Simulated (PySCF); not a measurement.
BrCl, SMILES ClBr. Atoms are numbered in the order given.

```xyz
2

Cl     0.0000     0.0000    -1.4574
Br     0.0000     0.0000     0.7079
```

Geometry optimised at B3LYP-D3(BJ)/def2-TZVP.

Two levels are set side by side: PBE/pcSseg-2 (PySCF) and HF/pcSseg-2 (PySCF). GIAO shifts against HCl (³⁵Cl) at the same level; non-relativistic, no solvent, atoms listed together averaged. Without spin–orbit terms, shifts of atoms bonded to Cl or Br come out too high at both levels. Differences are taken from unrounded values.

```csv
quantity,HF
δ(³⁵Cl) of Cl1 (ppm),21.5
```

### Question
What does PBE give, and how far is it from HF? (The exact figures need the calculation; the answer reports its results.)

### Answer

| quantity | PBE | PBE minus HF |
|---|---|---|
| δ(³⁵Cl) of Cl1 (ppm) | 144.2 | 122.7 |

Rough cost on one machine, each run with all the roots and properties that it gave: HF against PBE within a factor of 2.
